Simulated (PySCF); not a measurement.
**How methods differ on the ionisation energy of Pr**

Pr [Xe] 4f3 6s2 (high-spin determinant) → Pr⁺ [Xe] 4f3 6s1 (high-spin determinant), as a difference of total energies. Computed with PySCF 2.14 in x2c-TZVPPall with one added diffuse shell each of s, p, d, f type (12s8p8d5f2g, 129 functions), with scalar relativity by spin-free X2C-1e. Correlated levels: valence: [Kr] 4d10 frozen; valence and next inner shell: [Ar] 3d10 frozen. The calculations carry no spin-orbit coupling.

```json
{"method": "UHF", "ionisation energy (eV)": "4.441"}
{"method": "LDA", "ionisation energy (eV)": "5.622"}
{"method": "PBE", "ionisation energy (eV)": "5.420"}
{"method": "PBE0", "ionisation energy (eV)": "5.316"}
{"method": "MP2 (valence)", "ionisation energy (eV)": "5.341"}
{"method": "SCS-MP2 (valence)", "ionisation energy (eV)": "5.392"}
{"method": "MP2 (valence and next inner shell)", "ionisation energy (eV)": "5.380"}
```

Q: Estimate what SCS-MP2 (valence and next inner shell) gives.

A: 5.416 eV, closest to PBE among the rows shown.

Q: Estimate what r2SCAN gives.

A: 5.083 eV, closest to PBE0 among the rows shown.

Errors of the correlated levels include the incompleteness of this basis and the frozen core.

The determinant of Pr and of Pr⁺ mixes LS terms, which raises its energy above the lowest term, most at the Hartree-Fock and MP2 levels.

For comparison: 5.470 eV (semi-empirical (NIST evaluation); NIST Atomic Spectra Database, ionization energies).
